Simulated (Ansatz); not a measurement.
Reaction (ligand exchange at the Si–N bond): `F[SiH2]N[Si](F)(Cl)Cl` + `O[SiH2]O` → `O[SiH2]O[Si](F)(Cl)Cl` + `N[SiH2]F`

Isolated molecules relaxed with PBE0-D4/def2-TZVP in Ansatz; ΔE leaves out vibrations. CBS: MP2 limit from def2 TZ/QZ plus the TZ coupled-cluster correction, frozen cores. DFT in def2-TZVPP. One conformer a species, not always the lowest.

(1) Is it downhill or uphill in electronic energy at CCSD(T)/CBS, and by how much? (An estimate is asked.)

(2) What do these levels give: ωB97M-V, PBE0, MP2/def2-QZVPP, SCS-MP2/def2-QZVPP, HF/CBS(def2), CCSD/CBS(def2)? (An estimate is asked.)

Largest T1 diagnostic among the species: 0.011.

Answers

(1) Computed: Downhill: ΔE = -56.6 kJ/mol.

(2) Computed: ωB97M-V -55.9, PBE0 -53.8, MP2/def2-QZVPP -55.8, SCS-MP2/def2-QZVPP -58.3, HF/CBS(def2) -71.3, CCSD/CBS(def2) -58.8 kJ/mol.

From PBE to PBE0 (25 % exact exchange), in def2-TZVPP and without D4, ΔE moves by −3.0 kJ/mol. In def2-TZVPP, CCSD(T) changes the Hartree–Fock value by +13.6 kJ/mol (the triples alone add +2.2 kJ/mol) and MP2 by +14.6 kJ/mol.
